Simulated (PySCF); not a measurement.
# One molecule, several mistakes: B2Ge2H7

All numbers below are calculated, not measured. The program is PySCF 2.14.0, an open-source quantum chemistry code, run on an isolated molecule that a program drew, which may never have been made. The molecule is B2Ge2H7 (charge 0, doublet), drawn as the SMILES string `[BH2][GeH][BH][GeH3]`.

Each row is a Hartree-Fock (HF) and frozen-core CCSD(T) single point in the cc-pVDZ basis, meant for a local HF minimum. Run 1 is clean. Each other run has one planted mistake out of seven kinds, and not every kind appears here: one electron removed, one electron added, multiplicity raised by two, geometry at a saddle point, minimal basis STO-3G, one bond length entered in bohr, all coordinates scaled. The reference is restricted for singlets and unrestricted otherwise, and also for a bond in bohr. Adding or removing an electron swaps singlet and doublet. Electrons count all cores. HOMO and LUMO are orbital energies over both spins, the gradient is its largest component, and the lowest frequency (negative if imaginary) is given only where the gradient is small. Bond lengths are over the 10 bonds as drawn. T1 is the CCSD diagnostic: over 0.02 (restricted) or 0.045 (unrestricted) a single reference is doubtful. Germanium has the cc-pVDZ-PP basis, with a core potential (ECP10MDF) in place of its 10 inner electrons, and its 3s, 3p and 3d shells are frozen in CCSD(T).

Geometry of the clean run:
```xyz
11
B2Ge2H7, angstrom
B    -2.0289   -1.0778    0.5570
Ge   -0.3854   -0.2698    1.4639
B     0.1344    1.6989    1.4830
Ge   -0.9493    3.2263    0.5620
H    -2.7927   -0.3699   -0.0324
H    -2.2334   -2.2559    0.6113
H     0.5452   -1.2417    2.2004
H     1.1364    2.0058    2.0654
H    -0.0641    3.9414   -0.4713
H    -1.3735    4.2675    1.6103
H    -2.2152    2.7434   -0.1585
```

| run | electrons | basis functions | <S^2> | HOMO (eV) | LUMO (eV) | gradient (hartree/bohr) | lowest frequency (cm^-1) | mean bond (Å) | longest bond (Å) | T1 | HF (hartree) | CCSD(T) (hartree) | mistake |
|---|---|---|---|---|---|---|---|---|---|---|---|---|---|
| 1 | 81 | 109 | 0.759 | -8.31 | -0.27 | 8.0e-06 | 54 | 1.5902 | 2.087 | 0.0165 | -640.12061 | -640.54503 | no fault |
| 2 | 81 | 109 | 3.776 | -6.37 | -2.26 | 4.4e-02 | - | 1.5902 | 2.087 | 0.0496 | -639.99656 | -640.42351 | multiplicity raised by two |
| 3 | 81 | 109 | 0.757 | -8.74 | -0.49 | 7.8e-02 | - | 1.4328 | 1.880 | 0.0140 | -640.01216 | -640.43012 | all coordinates scaled |
| 4 | 80 | 109 | 0.000 | -15.37 | -6.84 | 3.2e-02 | - | 1.5902 | 2.087 | 0.0138 | -639.84309 | -640.24531 | one electron removed |
| 5 | 81 | 109 | 1.704 | -8.30 | -0.24 | 8.8e-03 | - | 1.7759 | 3.944 | 0.0219 | -640.02444 | -640.42280 | ? |
| 6 | 82 | 109 | 0.000 | -1.72 | 5.63 | 2.8e-02 | - | 1.5902 | 2.087 | 0.0223 | -640.15514 | -640.62694 | ? |

**Which mistake was planted in run 5, and what did it cost?**

The mean bond changes by a factor of 1.117 and the longest by 1.890, so the molecule wasn't scaled as a whole. A length L in bohr read as angstrom grows by (1/0.5292 - 1) L = 0.890 L. The 10 bonds together grew by 10 x 0.1857 = 1.857 Å, which gives L = 2.087 Å. That is bond B3-Ge4, 2.087 Å in the clean geometry. So the mistake is: one bond length entered in bohr. Subtracting run 1 and multiplying by 627.51 kcal/mol a hartree, the energy moved by 60.3 kcal/mol in HF and 76.7 kcal/mol in CCSD(T).

**Which mistake was planted in run 6, and what did it cost?**

It counts 82 electrons, one more than the clean run, at the same geometry and basis. So the mistake is: one electron added. Subtracting run 1 and multiplying by 627.51 kcal/mol a hartree, the energy moved by -21.7 kcal/mol in HF and -51.4 kcal/mol in CCSD(T).

Cautions from the logs. Run 2: T1 is over the limit, so its CCSD(T) energy is less reliable; run 6: T1 is over the limit, so its CCSD(T) energy is less reliable.
